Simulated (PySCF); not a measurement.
**Germanium: a sound run and one with changed settings**

Sound run: Ge [Ar] 3d10 4s2 4p2, Ge⁺ [Ar] 3d10 4s2 4p1. All numbers are calculated (PySCF 2.14, scalar relativity through the core potential, in cc-pVTZ-PP with ECP10MDF). In the sound run the correlated levels freeze 3s2 3p6 3d10 outside the core potential. The sound run starts from symmetry-adapted Hartree-Fock orbitals and uses a fine grid where one is needed.

Changed run: a valence shell is frozen. This setting is unsound on purpose.

```
species   method  sound run (hartree)  changed run (hartree)  converged
     Ge      MP2           -293.40296             -293.35760        yes
     Ge  CCSD(T)           -293.41944             -293.35963        yes
```

Ionisation energy of Ge:

| method | sound run (eV) | changed run (eV) |
| --- | --- | --- |
| UHF | 7.408 | 7.408 |
| MP2 | 7.751 | 7.538 |
| SCS-MP2 | 7.676 | 7.452 |
| CCSD | 7.778 | 7.594 |
| CCSD(T) | 7.805 | 7.594 |
| CCSDT | n/a | 7.594 |
| FCI | n/a | 7.594 |

Freezing a valence shell removes pair correlation that changes on ionisation.

For comparison, NIST gives 7.899 eV between the lowest levels.
